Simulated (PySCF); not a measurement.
**Molecular orbitals of LiAs⁻**

ωB97X at R = 2.534 Å; PySCF, no relativity, basis sets Li def2-SVPD, As def2-SVPD. State: ⁴Σ⁻ (quartet), unpaired electrons σ ↑, π ↑↑. Only the outer orbitals are listed, counted within each symmetry.

```csv
spin,orbital,occ.,ε (eV),on Li (%),main shells (%)
α,8σ,1,-13.71,0,100 As s
α,4π,1,-3.94,4,96 As p
α,4π,1,-3.94,4,96 As p
α,9σ,1,-3.67,15,"84 As p, 12 Li s"
α,10σ,1,-0.56,94,"55 Li s, 39 Li p"
α,5π,0,4.38,98,98 Li p
α,5π,0,4.38,98,98 Li p
β,8σ,1,-11.45,0,100 As s
β,9σ,1,-2.93,23,"76 As p, 16 Li s"
β,4π,0,3.53,13,"87 As p, 13 Li p"
β,4π,0,3.53,13,"87 As p, 13 Li p"
```

**Question.** Which are the highest filled and the lowest empty level, where do they sit, and how wide is the gap?

**Answer.** Highest filled α 10σ at -0.56 eV (in %: 55 Li s, 39 Li p); lowest empty β 4π at 3.53 eV (in %: 87 As p, 13 Li p); the gap at ωB97X is 4.09 eV. An empty level above zero is unbound, and its energy depends on the basis.

The bond order (Mayer) is 0.81 and the ⟨S²⟩ is 3.756. The charge on Li (Mulliken, basis-dependent) is -0.41. The charge on Li (Löwdin, basis-dependent) is -0.58. The dipole moment (positive dipole points towards As; it is taken about the centre of mass and depends on that origin) is 9.32 D.

Spin–orbit coupling is left out. The state is the lowest determinant that a PBE0 search found; another state may lie lower at other levels.
